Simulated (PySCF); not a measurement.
F₂Sc, charge +1. Atoms are numbered in the order given.

```xyz
3

Sc     0.0000     0.0000     0.4310
F      0.0000    -1.4957    -0.5028
F      0.0000     1.4957    -0.5028
```
Charge +1, spin multiplicity 1.

Geometry: ωB97X-D3(BJ)/def2-TZVP. The spin state was assumed, not searched. The isomer is the one that the SMILES or the coordinates give; other isomers of the formula were not compared.

Calculation: ωB97X/def2-TZVPD in PySCF.

Symmetry labels are those of the subgroup C2v that the program uses (full group C2v).

Computed valence orbital energies around the gap with their symmetry:
```json
[
 {"orbital": "HOMO−7", "symmetry": "A1", "energy (eV)": "-40.05"},
 {"orbital": "HOMO−6", "symmetry": "B2", "energy (eV)": "-39.50"},
 {"orbital": "HOMO−5", "symmetry": "A1", "energy (eV)": "-21.17"},
 {"orbital": "HOMO−4", "symmetry": "B2", "energy (eV)": "-20.93"},
 {"orbital": "HOMO−3", "symmetry": "A2", "energy (eV)": "-20.62"},
 {"orbital": "HOMO−2", "symmetry": "A1", "energy (eV)": "-20.36"},
 {"orbital": "HOMO−1", "symmetry": "B1", "energy (eV)": "-20.33"},
 {"orbital": "HOMO", "symmetry": "B2", "energy (eV)": "-19.88"},
 {"orbital": "LUMO", "symmetry": "A1", "energy (eV)": "-6.46"},
 {"orbital": "LUMO+1", "symmetry": "B1", "energy (eV)": "-6.34"},
 {"orbital": "LUMO+2", "symmetry": "A1", "energy (eV)": "-6.07"},
 {"orbital": "LUMO+3", "symmetry": "A2", "energy (eV)": "-5.52"}
]
```
